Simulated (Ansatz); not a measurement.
C$_{2}$H$_{7}$BFNSi, SMILES `NB(F)/C=C/[SiH3]`. Charge 0, multiplicity 1. The structure was optimised at the PBE0-D4/def2-TZVP level. It is one conformer, not always the lowest.

```xyz
13

N     1.044    0.169    2.665
B     0.695    0.706    1.425
F     0.910    2.017    1.223
C     0.073   -0.147    0.280
C    -0.261    0.370   -0.909
Si   -1.006   -0.613   -2.303
H     1.445    0.723    3.402
H     0.915   -0.799    2.895
H    -0.101   -1.211    0.446
H    -0.080    1.435   -1.060
H    -1.160   -2.028   -1.872
H    -2.337   -0.065   -2.681
H    -0.138   -0.557   -3.511
```

Task: What is the dipole moment at r2SCAN/def2-TZVPP? (An estimate is asked.)

Result: Ansatz gave: 2.36 D, with components (0.43, -1.32, 1.91) D in this frame, pointing from negative to positive charge.

Task: And with PBE, B3LYP, ωB97M-V? (Estimate.)

Result: Ansatz gave: PBE 2.39 D, B3LYP 2.33 D, ωB97M-V 2.31 D.

Task: Give the Mulliken charges with r2SCAN, PBE, ωB97M-V in def2-TZVPP. (An estimate is asked.)

Result: The calculation gave: 
| atom | r2SCAN | PBE | ωB97M-V |
| --- | --- | --- | --- |
| N1 | -0.34 | -0.29 | -0.25 |
| B2 | 0.44 | 0.31 | 0.37 |
| F3 | -0.31 | -0.25 | -0.29 |
| C4 | -0.19 | -0.18 | -0.17 |
| C5 | -0.17 | -0.12 | -0.23 |
| Si6 | 0.33 | 0.22 | 0.21 |
| H7 | 0.18 | 0.18 | 0.14 |
| H8 | 0.17 | 0.17 | 0.13 |
| H9 | 0.05 | 0.06 | 0.07 |
| H10 | 0.07 | 0.08 | 0.10 |
| H11 | -0.08 | -0.06 | -0.04 |
| H12 | -0.08 | -0.06 | -0.03 |
| H13 | -0.08 | -0.06 | -0.03 |

B3LYP here is the variant with VWN-RPA as its local correlation; programs differ in this.
